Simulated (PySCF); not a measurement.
C4H9O2, SMILES CC(O)[CH]OC, multiplicity 2. Geometry optimised at PBE0-D3(BJ)/def2-SVP. The isomer is the one that the SMILES or the coordinates give; other isomers of the formula were not compared. Other conformers were not sampled.

Task: Give the equilibrium geometry at PBE0-D3(BJ)/def2-SVP (PySCF confirms it by a frequency run) as Cartesian coordinates in Å. (The exact figures need the calculation; the answer reports its results.)

Result: This is not unique; one that fits is 
```xyz
15

C      2.5618    -0.7177     0.0278
O      1.3924    -0.1296    -0.4698
C      0.2499    -0.4693     0.1552
C     -0.9594     0.2824    -0.2635
C     -2.2290    -0.4867     0.0711
O     -0.9511     1.5516     0.3761
H      2.5259    -1.8187    -0.0539
H      2.7284    -0.4478     1.0865
H      3.4025    -0.3423    -0.5701
H      0.3315    -0.8515     1.1826
H     -0.8839     0.4130    -1.3625
H     -3.1222     0.0819    -0.2338
H     -2.2938    -0.6554     1.1573
H     -2.2562    -1.4608    -0.4393
H     -1.7018     2.0528     0.0382
```
Charge 0, spin multiplicity 2.
